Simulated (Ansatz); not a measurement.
`[BH2][Ga]([BH2])[F]` + H₂Te → `B[TeH]` + `[BH2][GaH][F]` at 700 K and 1 bar (cleavage of the B–Ga bond).

Calculated with Ansatz (gas phase, PBE0-D4/def2-TZVP geometries, no zero-point term in ΔE). CCSD(T)/CBS is the MP2 limit (def2-TZVPP, def2-QZVPP) plus CCSD(T) − MP2 in def2-TZVPP, frozen cores. Elements past krypton have def2 core potentials. For Ga, Te outer-core shells are correlated without core-valence functions, which leaves a few kJ/mol of doubt a bond. Scalar relativity is left out up to krypton.

| species | CCSD(T)/CBS energy (Eh) | H − E (kJ/mol) | S (J/(mol·K)) |
| --- | --- | --- | --- |
| `[BH2][Ga]([BH2])[F]` | -2075.69014 | 179.2 | 443.9 |
| H₂Te | -268.91024 | 57.2 | 261.6 |
| `B[TeH]` | -294.31292 | 110.7 | 324.5 |
| `[BH2][GaH][F]` | -2050.32373 | 127.0 | 378.7 |

H − E and S are ideal-gas, rigid-rotor, harmonic terms from PBE0-D4/def2-TZVP. 1 Eh = 2625.50 kJ/mol, R = 8.31446 J/(mol·K).

Problem. By hand: ΔE, ΔH, ΔS and ΔG.

Solution. ΔE = (-294.31292) + (-2050.32373) − (-2075.69014) − (-268.91024) = -0.03627 Eh = -95.2 kJ/mol. Δ(H − E) = 110.7 + 127.0 − 179.2 − 57.2 = 1.3, so ΔH = -93.9 kJ/mol. ΔS = 324.5 + 378.7 − 443.9 − 261.6 = -2.3 J/(mol·K). ΔG = -93.9 − 700 × (-2.3)/1000 = -92.3 kJ/mol.

Problem. By hand: the equilibrium constant, and the temperature at which ΔG would vanish if ΔH and ΔS stayed fixed.

Solution. log₁₀ K = −ΔG/(RT ln 10) = 6.9. ΔG = 0 at ΔH/ΔS = 40826 K, far beyond where these terms or the molecules hold.

The number of gas molecules stays the same, so ΔS is small and ΔH decides. A doubt of 5 kJ/mol in ΔE shifts log₁₀ K by 0.4 here. These are equilibria of isolated gas molecules and say nothing of rates. Largest T1 diagnostic: 0.015 (customary marks: 0.02 for closed shells, 0.045 for open ones).
